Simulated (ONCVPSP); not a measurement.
# Pb: one change to an ONCV potential, before and after

Pb, optimised norm-conserving Vanderbilt (ONCV), made with ONCVPSP 4.0.1 (PBE, fully relativistic). Core [Kr] 4d10 4f14, reference 5s2 5p6 5d10 6s2 6p1.5 (charge +0.5). Waves: 5s+6s: rc 1.45 bohr, ncon 3, nbas 6, qcut 9.7 1/bohr, 2 projectors; 5p+6p: rc 1.70 bohr, ncon 4, nbas 7, qcut 9.9 1/bohr, 2 projectors; 5d: rc 1.95 bohr, ncon 4, nbas 8, qcut 9.7 1/bohr, 1 projector. Local part: polynomial inside 1.10 bohr (lpopt 2, dvloc0 3 Ha). Core correction: Teter function, fcfact 5, rcfact 1.35.

Open shells are filled in proportion to 2j + 1.

Change: d: nproj 2.

Cutoffs: the cutoffs (Ha) at which the residual kinetic energy of the hardest occupied pseudo-wave falls to 1 and 0.1 mHa per electron; they do not see the model core or the augmentation charge, which bear on the density cutoff. Errors are all-electron minus pseudo energies relative to the spin-unpolarised reference configuration.

Problem. How do hardness, ghosts and transferability respond?

Solution. The potential gets neither clearly harder nor softer (33 Ha and 38 Ha → 33 Ha and 38 Ha); of the 4 tests that both files solve, the error grows in 1 and shrinks in 0 by more than 15 % and 0.3 meV (median size 0.1 → 0.1 meV); the range in which the d5/2 phases agree widens (upper end 1.4 → at the end of the scan); the range in which the d3/2 phases agree widens (upper end 1.5 → at the end of the scan); neither file shows a bound ghost.

| quantity | base | changed |
| --- | --- | --- |
| cutoff, loose | 33 Ha | 33 Ha |
| cutoff, tight | 38 Ha | 38 Ha |
| bound ghosts | none | none |
| GHOST(+) flags under 300 eV | none | none |
| error for 5s2 5p6 5d10 6s2 6p2, meV [ΔE -2.55 eV] | -0.1 | 0.0 |
| error for 5s2 5p6 5d10 6s2 6p1, meV [ΔE 4.15 eV] | 0.0 | +0.1 |
| error for 5s2 5p6 5d10 6s2 6p0, meV [ΔE 17.75 eV] | +0.1 | +0.1 |
| error for 5s2 5p6 5d9 6s2 6p3, meV [ΔE 16.56 eV] | -1.8 | -4.7 |
| s: phases at 1.47 bohr within 0.05 rad from the reference energy up to (Ha; the scan ends near 5) | to the end of the scan | to the end of the scan |
| p3/2: phases at 1.72 bohr within 0.05 rad from the reference energy up to (Ha; the scan ends near 5) | 3.8 | 3.8 |
| p1/2: phases at 1.72 bohr within 0.05 rad from the reference energy up to (Ha; the scan ends near 5) | to the end of the scan | to the end of the scan |
| d5/2: phases at 1.97 bohr within 0.05 rad from the reference energy up to (Ha; the scan ends near 5) | 1.4 | to the end of the scan |
| d3/2: phases at 1.97 bohr within 0.05 rad from the reference energy up to (Ha; the scan ends near 5) | 1.5 | to the end of the scan |
| rms error of d²Exc/dni dnj with the model core, mHa | 3.05 | 3.05 |
